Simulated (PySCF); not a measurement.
Mo: excitation energy

Mo [Kr] 4d5 5s1 (7S) → Mo [Kr] 4d6 (5D), as a difference of total energies. Computed with PySCF 2.14 in aug-cc-pwCVDZ-PP with ECP28MDF, with a scalar-relativistic core potential. The calculations carry no spin-orbit coupling.

```csv
method,excitation energy (eV)
LDA,3.125
PBE,3.109
PBE0,3.264
r2SCAN,3.693
PBEsol,3.198
CAM-B3LYP,2.879
```

Question: Estimate what TPSSh gives.

Answer: 3.147 eV, closest to LDA among the rows shown.

Question: Estimate what BP86 gives.

Answer: 2.983 eV, closest to CAM-B3LYP among the rows shown.
